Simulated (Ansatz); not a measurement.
Single points on SnGe2.

```yaml
crystal:
  periodic: [false, false, false]
  atoms:
    - {symbol: Ge, position_ang: [-0.485865, 1.346179, 0.030879]}
    - {symbol: Ge, position_ang: [1.429656, -0.069763, -0.021458]}
    - {symbol: Sn, position_ang: [-0.943791, -1.276416, -0.009422]}
basis:
  gaussian: {orbitals: def2-TZVP, initial_orbitals: start.molden}
magnetization: {spin_polarized: true, initial_magnetization: 2}
hamiltonian: {xc: {name: B2PLYP}}
scf: {omitted_lower_state_checks: [starts]}
```

The file start.molden holds the orbitals of an earlier run on this structure, at another level or in another basis.

```sh
$ ansatz run in.yaml --threads 4 --pin off --events-out ev --progress --plain --max-ram 3916MiB
```

It prints (some lines left out):

```
Functional definition: B2PLYP
1132 factors; integrals over basis functions are off by at most 1.3e-3 eV
mean field evaluation 1: about -118835.0380 eV, gradient 8.3e0 eV
mean field evaluation 2: about -118835.1349 eV, gradient 1.6e-1 eV
mean field evaluation 4: about -118835.2195 eV, gradient 2.9e-3 eV
mean field evaluation 8: about -118835.2195 eV, gradient 1.7e-6 eV
mean field -118835.21946605 eV, -4367.1137659724 hartree, gradient 1.9e-6 eV, S^2 2.010422; 0 other end points of the search recorded, 0 dependent functions left out
22 core orbitals not correlated: weight in the atoms' cores, before any rotation towards them, 1.000 or more for the frozen orbitals, at most 0.000 for the correlated occupied ones
reference -118835.21959394 eV, -4367.1137706722 hartree; 22, 20 occupied and 102, 104 virtual orbitals, 1132 factors
second order -25.43745972 eV of doubles, -0.00000000 eV of singles
Total energy: -118842.08770806 eV, -4367.3661692109 hartree
Checks for a lower state left out: starts
```

It took 6.5 s on 4 threads of Arm Neoverse V1 on a shared host.

As the first input, with `hamiltonian: {xc: {name: r2SCAN0}, dispersion: d4}`, `output: {orbitals: {seedname: orbitals}}` (abridged; 9 s):

```
Functional definition: r2SCAN0
mean field -118867.50756082 eV, -4368.3003315695 hartree, gradient 2.0e-5 eV, S^2 2.010829
Total energy: -118867.54137913 eV, -4368.3015743695 hartree
Checks for a lower state left out: starts
```

First input, but with `hamiltonian: {xc: {name: PBE-QIDH}}` (abridged; 8.5 s):

```
Functional definition: PBE-QIDH
mean field -118822.22387523 eV, -4366.6361868185 hartree, gradient 2.9e-6 eV, S^2 2.017418
22 core orbitals not correlated: weight in the atoms' cores, before any rotation towards them, 1.000 or more for the frozen orbitals, at most 0.000 for the correlated occupied ones
second order -23.43585119 eV of doubles, -0.00000000 eV of singles
Total energy: -118830.03583534 eV, -4366.9232710577 hartree
Checks for a lower state left out: starts
```

As the first input, with `hamiltonian: {xc: pbe0, dispersion: d4}`, `output: {orbitals: {seedname: orbitals}}` (abridged; 4.8 s):

```
Functional definition: PBE0
mean field -118853.66103229 eV, -4367.7914810316 hartree, gradient 1.1e-5 eV, S^2 2.006536
Total energy: -118853.78555515 eV, -4367.7960571622 hartree
Checks for a lower state left out: starts
```

The first input with `hamiltonian: {xc: pbe, dispersion: d4}`, `output: {orbitals: {seedname: orbitals}}` (abridged; 2.4 s):

```
Functional definition: PBE
mean field -118850.91641200 eV, -4367.6906180964 hartree, gradient 2.7e-5 eV, S^2 2.003568
Total energy: -118851.06353235 eV, -4367.6960246696 hartree
Checks for a lower state left out: starts
```

As the first input, with `correlation: {method: mp2}`, `output: {orbitals: {seedname: orbitals}}` and without the key `hamiltonian` (abridged; 4.9 s):

```
Functional definition: HF
mean field -118752.62575711 eV, -4364.0785031532 hartree, gradient 3.3e-6 eV, S^2 2.031048
22 core orbitals not correlated: weight in the atoms' cores, before any rotation towards them, 1.000 or more for the frozen orbitals, at most 0.000 for the correlated occupied ones
second order -20.65759374 eV of doubles, -0.00000000 eV of singles
Total energy: -118773.28335085 eV, -4364.8376557208 hartree
Checks for a lower state left out: starts
```

First input, but with `hamiltonian: {xc: r2scan, dispersion: d4}`, `output: {orbitals: {seedname: orbitals}}` (abridged; 6 s):

```
Functional definition: r2SCAN
mean field -118869.43157844 eV, -4368.3710379131 hartree, gradient 1.8e-5 eV, S^2 2.008453
Total energy: -118869.45588927 eV, -4368.3719313197 hartree
Checks for a lower state left out: starts
```

Geometry: r2SCAN-D4/def2-TZVP.

In the def2 sets Sn takes a core potential; there is no spin–orbit coupling. Correlated methods freeze 22 core orbitals; core or outer-core shells of Ge, Sn are correlated, in sets that lack core-valence functions. At PBE0-D4/def2-TZVP a singlet of charge 0 lies 0.05 eV below the triplet, each at its own geometry. The structure comes from a short search, and lower isomers may exist.
